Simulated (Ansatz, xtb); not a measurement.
## Two isomers of C5H11B

We compare I, `B[C@@H]1CC[C@H]1C`, a singlet, with II, `B[C@H]1C[C@@H](C)C1`, a singlet. Both are isolated molecules in the gas phase, relaxed with PBE0-D3(BJ)/def2-SVP; the shapes shown needn't be the lowest conformers.

I (Å):

```xyz
17

C    -0.5774    0.3568   -0.9781
C    -1.1771   -0.2291   -2.2797
C    -1.1262   -1.6227   -1.6285
C    -0.9734   -0.9560   -0.2452
C    -0.0222   -1.5477    0.7683
B    -0.8891    1.7679   -0.4201
H    -1.1249    2.6983   -1.1609
H    -0.8538    1.9752    0.7746
H     0.5344    0.3784   -1.0675
H    -0.6165   -0.0794   -3.2143
H    -2.2104    0.1156   -2.4430
H    -0.2028   -2.1589   -1.9038
H    -1.9807   -2.2996   -1.7821
H    -1.9696   -0.8280    0.2143
H    -0.3827   -2.5198    1.1413
H     0.0982   -0.8811    1.6373
H     0.9755   -1.7065    0.3263
```

II (Å):

```xyz
17

C    -0.2063   -0.1299    0.3829
C    -0.4745   -1.6010    0.7772
C    -1.4256   -1.7000   -0.4385
C    -2.8803   -1.4762   -0.0768
C    -0.7462   -0.4437   -1.0319
B    -0.8303    1.0209    1.2125
H    -0.9121    0.9374    2.4196
H    -1.1715    2.0534    0.6756
H     0.8669    0.1738    0.4159
H    -0.9141   -1.7908    1.7696
H     0.4136   -2.2400    0.6590
H    -1.3239   -2.6174   -1.0406
H    -3.2816   -2.3141    0.5143
H    -3.0044   -0.5595    0.5283
H    -3.5055   -1.3608   -0.9759
H     0.0530   -0.7037   -1.7423
H    -1.4057    0.3029   -1.5031
```

**Question.** Which of the two would you expect CCSD(T)/def2-SVP + ΔMP2/def2-TZVPP electronic energies to favour?

**Answer.** Too close to call at this level: CCSD(T)/def2-SVP + ΔMP2/def2-TZVPP gives E(II) − E(I) = +0.44 kcal/mol.

The same difference at several levels:

```tsv
level	geometry	E(II) − E(I) (kcal/mol)	departure from the last row (kcal/mol)	job, with rough time for the two
PBE0-D3(BJ)/def2-SVP	PBE0-D3(BJ)/def2-SVP	+0.68	+0.24	optimisation, 2.1 min
HF/def2-SVP	PBE0-D3(BJ)/def2-SVP	+1.74	+1.30	part of the CCSD(T) run
MP2/def2-SVP	PBE0-D3(BJ)/def2-SVP	+0.64	+0.20	part of the CCSD(T) run
CCSD(T)/def2-SVP	PBE0-D3(BJ)/def2-SVP	+0.76	+0.32	single point
CCSD(T)/def2-SVP + ΔMP2/def2-TZVPP	PBE0-D3(BJ)/def2-SVP	+0.44		single point, 53 s
```

As drawn, both hold the same kinds of bond in the same numbers.

The largest departure from CCSD(T)/def2-SVP + ΔMP2/def2-TZVPP is that of HF/def2-SVP, 1.30 kcal/mol. Levels run at GFN2-xTB geometries aren't shown. The last row adds to CCSD(T) the change of the MP2 difference between the two basis sets, here −0.32 kcal/mol.

With thermal terms from frequencies at re-optimised GFN2-xTB minima (ideal gas, soft modes damped towards free rotors, one conformer each, 298.15 K, 1 atm): on the last row, ΔE + ΔZPE = +0.52, ΔH = +0.41, ΔG = +0.77 kcal/mol.

The correlated steps freeze 6 core orbitals. Codes used: Ansatz 0.2.0, xtb 6.7.1; the last row on 2 threads of Intel(R) Xeon(R) 6975P-C (Granite Rapids) on a shared host.
